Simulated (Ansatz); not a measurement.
This singlet lies 0.50 eV below the relaxed triplet at the level frozen-core CCSD(T)/cc-pVTZ // PBE0-D3(BJ)/def2-TZVP (Ansatz, a first-principles code).

A geometry relaxed with PBE0-D3(BJ)/def2-TZVP run with Ansatz, charge 0, multiplicity 1:

```xyz
7

S      1.9420    -0.0904    -0.1964
Si    -0.9863     0.3186    -0.4018
H     -1.6451     0.1436    -1.7222
H     -1.8635    -0.2225     0.6686
H     -0.7758     1.7784    -0.1588
H      2.8202    -1.1402    -0.2770
C      0.5084    -0.7874    -0.4347
```

### Question
Write the SMILES of this molecule.

### Answer
`[SiH3][C]S`
